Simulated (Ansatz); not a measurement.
`N[C]1(F)[SiH2][GeH2]1`. Charge 0, multiplicity 1. The structure was optimised at the PBE0-D4/def2-TZVP level. It is one conformer, not always the lowest.

```xyz
11

N     0.447    0.949   -1.230
C    -0.425    0.359   -0.312
F    -1.749    0.815   -0.369
Si   -0.149   -1.508   -0.032
Ge    0.395    0.129    1.521
H     0.244    0.732   -2.197
H     0.580    1.944   -1.105
H    -1.376   -2.291    0.252
H     0.803   -2.207   -0.929
H    -0.551    0.328    2.707
H     1.780    0.751    1.695
```

(1) What is the dipole moment at B3LYP/def2-TZVPP? (Estimate.)

(2) And with PBE, r2SCAN, ωB97M-V? (An estimate is asked.)

(3) Give the Mulliken charges with B3LYP, r2SCAN, ωB97M-V in def2-TZVPP. (Estimate.)

Results:

(1) Ansatz gave: 1.32 D, with components (1.17, 0.06, -0.59) D in this frame, pointing from negative to positive charge.

(2) The calculation gave: PBE 1.31 D, r2SCAN 1.33 D, ωB97M-V 1.30 D.

(3) The calculation gave: 
```json
{"atom": "N1", "B3LYP": "-0.30", "r2SCAN": "-0.33", "ωB97M-V": "-0.25"}
{"atom": "C2", "B3LYP": "0.10", "r2SCAN": "0.08", "ωB97M-V": "0.03"}
{"atom": "F3", "B3LYP": "-0.24", "r2SCAN": "-0.23", "ωB97M-V": "-0.22"}
{"atom": "Si4", "B3LYP": "0.18", "r2SCAN": "0.22", "ωB97M-V": "0.13"}
{"atom": "Ge5", "B3LYP": "0.04", "r2SCAN": "0.04", "ωB97M-V": "0.00"}
{"atom": "H6", "B3LYP": "0.14", "r2SCAN": "0.16", "ωB97M-V": "0.13"}
{"atom": "H7", "B3LYP": "0.15", "r2SCAN": "0.16", "ωB97M-V": "0.13"}
{"atom": "H8", "B3LYP": "-0.05", "r2SCAN": "-0.06", "ωB97M-V": "-0.01"}
{"atom": "H9", "B3LYP": "-0.05", "r2SCAN": "-0.06", "ωB97M-V": "-0.01"}
{"atom": "H10", "B3LYP": "0.01", "r2SCAN": "0.01", "ωB97M-V": "0.04"}
{"atom": "H11", "B3LYP": "0.01", "r2SCAN": "0.01", "ωB97M-V": "0.05"}
```

B3LYP here is the variant with VWN-RPA as its local correlation; programs differ in this.
